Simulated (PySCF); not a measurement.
**Low-lying terms of Te⁴⁸⁺ (tellurium, charge +48)**

Ground state [He] 2s2, ¹S. All numbers are calculated (PySCF 2.14, the spin-free X2C one-electron Hamiltonian (Gaussian nucleus), in an even-tempered Gaussian basis (18 s from 4 bohr⁻², ratio 2.5; 9 p from 5.08 bohr⁻², ratio 2.7; 8 d from 5.59 bohr⁻², ratio 2.7; 4 f from 170 bohr⁻², ratio 2.7)). Vertical excitation energies in eV without spin-orbit coupling; excited terms of each kind are numbered among those the solver found. Frozen: nothing.

```tsv
term	leading excitation	EOM-EE-CCSD
1 3P°	2s → p	310.13
1 1P°	2s → p	394.11
```

The spin-orbit splitting of the hole, absent here, rivals or exceeds the spacing of these terms, so the LS terms are model states.

Only the lower part of the computed list is shown. Doubly excited terms such as np² are absent. The solver can miss terms. The 7 highest virtual orbitals were dropped.
